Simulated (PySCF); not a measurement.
Structure from 2D NMR

Compound of formula C7H9N. Correlations simulated from computed shifts and the bond graph:

HSQC (one-bond C–H):
| δH | δC |
| --- | --- |
| 8.87 | 155.5 |
| 7.89 | 142.2 |
| 7.37 | 126.7 |
| 7.22 | 125.4 |
| 2.89 | 37.9 |
| 1.28 | 20.3 |

COSY cross peaks (H two or three bonds apart, from the bond graph; peaks can be absent where the dihedral angle is near 90°):
| δH | δH |
| --- | --- |
| 8.87 | 7.22 |
| 7.89 | 7.37 |
| 7.89 | 7.22 |
| 2.89 | 1.28 |

HMBC (two and three bonds, from the bond graph):
| δH | δC |
| --- | --- |
| 8.87 | 171.1, 142.2, 125.4 |
| 7.89 | 171.1, 155.5, 126.7, 125.4 |
| 7.37 | 171.1, 142.2, 125.4, 37.9 |
| 7.22 | 155.5, 142.2, 126.7 |
| 2.89 | 171.1, 126.7, 20.3 |
| 1.28 | 171.1, 37.9 |

Carbons without hydrogens: δ 171.1.

Method: shielding tensors at PBE0/pcSseg-1 (GIAO), GFN2-xTB structure, in PySCF 2.14.0 with density-fitted response routines (single conformer, gas phase, non-relativistic Hamiltonian, one averaged value for each set of equivalent atoms).

Chemical shifts δ = σref − σ; 1H (σref 31.72), 13C (σref 186.93) vs TMS, all at this level.

Exchangeable hydrogens are left out of these lists.

Assemble the structure.

Answers

SMILES C(C)C1=CC=CC=N1.

Structure with atom numbers: `[CH3:1][CH2:2][c:3]1[cH:4][cH:5][cH:6][cH:7][n:8]1`. Each H is labelled by its parent atom.

δC 171.1 is C3, a substituted aromatic carbon next to a ring nitrogen. δC 155.5 is C7, an aromatic CH next to a ring nitrogen (δH 8.87). δC 142.2 is C5, an aromatic CH (δH 7.89). δC 126.7 is C4, an aromatic CH (δH 7.37). δC 125.4 is C6, an aromatic CH (δH 7.22). δC 37.9 is C2, an sp3 CH2 on an aromatic ring (δH 2.89). δC 20.3 is C1, a methyl carbon (δH 1.28). HMBC from δH 8.87 reaches the proton-free carbon C3. HMBC from δH 7.89 reaches the proton-free carbon C3. HMBC from δH 7.37 reaches the proton-free carbon C3. HMBC from δH 2.89 reaches the proton-free carbon C3. COSY links 8.87–7.22, 7.89–7.37, 7.89–7.22, 2.89–1.28.

The data come from this structure; uniqueness wasn't tested.

Shifts are as computed. Against solution values, carbons near 30 ppm lie about +3 ppm off and those near 130 ppm about +5 ppm. Of 246 compounds with measured shifts, 49 miss one by over three times the rms of a fit or turn the order of signals round; such compounds aren't used in these exercises.
